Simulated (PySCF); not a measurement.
Point-charge models of `O=C(O)C1=C[SiH2][C@@H]1CCF` against its computed dipole.

Coordinates (GFN2-xTB, Å) and charges (e) from the PBE0/pcSseg-1 density (PySCF):

| atom | x | y | z | Mulliken | IAO | Hirshfeld | ESP-fitted |
| --- | --- | --- | --- | --- | --- | --- | --- |
| O1 | 2.094 | -1.844 | -0.116 | -0.4084 | -0.4674 | -0.2627 | -0.5299 |
| C2 | 2.213 | -0.695 | 0.240 | +0.5404 | +0.5155 | +0.2061 | +0.6868 |
| O3 | 3.328 | -0.251 | 0.849 | -0.3644 | -0.4798 | -0.1722 | -0.5910 |
| C4 | 1.198 | 0.348 | 0.068 | -0.2072 | -0.0381 | -0.0091 | -0.0674 |
| C5 | 1.206 | 1.635 | 0.455 | -0.2302 | -0.3790 | -0.1214 | -0.3593 |
| Si6 | -0.527 | 1.995 | -0.238 | +0.7173 | +0.7465 | +0.3442 | +0.4317 |
| C7 | -0.128 | 0.139 | -0.627 | -0.4635 | -0.3631 | -0.1132 | -0.1281 |
| C8 | -0.996 | -0.941 | 0.008 | -0.2217 | -0.2722 | -0.0840 | -0.0999 |
| C9 | -2.345 | -1.041 | -0.681 | +0.1783 | +0.0450 | +0.0279 | +0.0733 |
| F10 | -3.050 | 0.135 | -0.534 | -0.3485 | -0.3350 | -0.1139 | -0.2465 |
| H11 | 3.964 | -0.977 | 0.935 | +0.2422 | +0.3731 | +0.1871 | +0.4322 |
| H12 | 2.006 | 2.140 | 0.972 | +0.0761 | +0.1608 | +0.0440 | +0.1862 |
| H13 | -1.557 | 2.246 | 0.760 | -0.0602 | -0.1039 | -0.0654 | -0.0602 |
| H14 | -0.587 | 2.884 | -1.394 | -0.0767 | -0.1117 | -0.0675 | -0.0860 |
| H15 | 0.018 | -0.110 | -1.681 | +0.1416 | +0.1397 | +0.0333 | +0.0812 |
| H16 | -0.498 | -1.910 | -0.067 | +0.1537 | +0.1581 | +0.0400 | +0.0685 |
| H17 | -1.149 | -0.714 | 1.065 | +0.1198 | +0.1353 | +0.0360 | +0.0729 |
| H18 | -2.966 | -1.831 | -0.248 | +0.1105 | +0.1408 | +0.0466 | +0.0684 |
| H19 | -2.234 | -1.200 | -1.759 | +0.1008 | +0.1352 | +0.0439 | +0.0670 |

Task: What dipole does each set of charges give (1 e·Å = 4.803 D), and what does the density give?

Result: The full density gives (0.81, 0.30, 0.37) D, 0.94 D in size; dipole vectors point from the negative to the positive end.

```tsv
scheme	μx	μy	μz	size (D)	share of the full size (%)	angle to the full dipole (°)
Mulliken	-1.75	1.03	-0.15	2.04	217	128
IAO	-0.09	0.88	0.00	0.89	95	77
Hirshfeld	0.23	1.03	0.29	1.10	117	54
ESP-fitted	0.77	0.29	0.37	0.90	96	1
```

Task: Which set comes closest?

Result: Length of the difference vector: ESP-fitted 0.04 D, Hirshfeld 0.93 D, IAO 1.14 D, Mulliken 2.71 D. Closest: ESP-fitted. The schemes that divide the density aren't constrained to reproduce the dipole.

Task: What is left for the Hirshfeld atoms' own dipoles?

Result: The Hirshfeld atoms' densities add up to the full density, so μ = Σ q r + Σ (atomic dipoles). The atomic dipoles sum to (0.81, 0.30, 0.37) − (0.23, 1.03, 0.29) = (0.58, -0.73, 0.08) D, 0.93 D in size.

Task: With the origin at the mean of the coordinates, (-0.001, 0.000, -0.105) Å, which are the largest single terms, by size, of the Mulliken dipole along the direction of the full one?

Result: O3 -5.54, C2 +4.73, F10 +4.61, H11 +4.09, O1 -2.38 D; all 19 atoms together -1.24 D. The single terms depend on the origin, their sum doesn't.

Task: Give the size of the full dipole in other units.

Result: 0.94 D = 0.369 au = 0.195 e·Å = 3.13 × 10⁻³⁰ C·m.

The structure is a single GFN2-xTB conformer in the gas phase; no vibrational or solvent corrections.

The values belong to the conformer `[O:1]=[C:2]([OH:3])[C:4]1=[CH:5][SiH2:6][C@@H:7]1[CH2:8][CH2:9][F:10]`: O1–C2–C4–C5 178°, Si6–C7–C8–C9 76°, C7–C8–C9–F10 -63°, H–O3–C2–O1 0°.
